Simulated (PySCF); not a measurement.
C2H4BNO2. Atoms are numbered in the order given.

```xyz
10

B     -0.1038    -0.9557     0.0000
C      1.2068    -1.8280     0.0000
H      1.8223    -1.5799    -0.8802
H      1.8223    -1.5799     0.8802
H      1.0296    -2.9142     0.0000
N     -0.0044     0.4729     0.0000
C      0.0329     1.6653     0.0000
O      0.0852     2.8334     0.0000
O     -1.3601    -1.4652     0.0000
H     -1.3642    -2.4270     0.0000
```
Charge 0, spin multiplicity 1.

Geometry optimised at PBE0-D3(BJ)/def2-SVP. The structure was generated by enumeration, and PubChem lists no compound with its InChIKey, so it may never have been made. Other conformers were not sampled.

Level of theory: PBE/def2-TZVP in PySCF.

Gas-phase values at a fixed geometry.

- total energy = -308.55127 hartree
- point group = Cs
- highest occupied level = -7.01 eV
- lowest empty level = -1.33 eV
- orbital gap = 5.68 eV
- dipole moment = 3.47 D
- quadrupole, principal values (traceless, Buckingham form, about the centre of nuclear charge) = -2.61, 1.22, 1.38 D·Å
- mean static polarisability = 52.4 bohr³ (7.77 Å³)
- polarisability, principal values = 34.4, 44.1, 78.8 bohr³
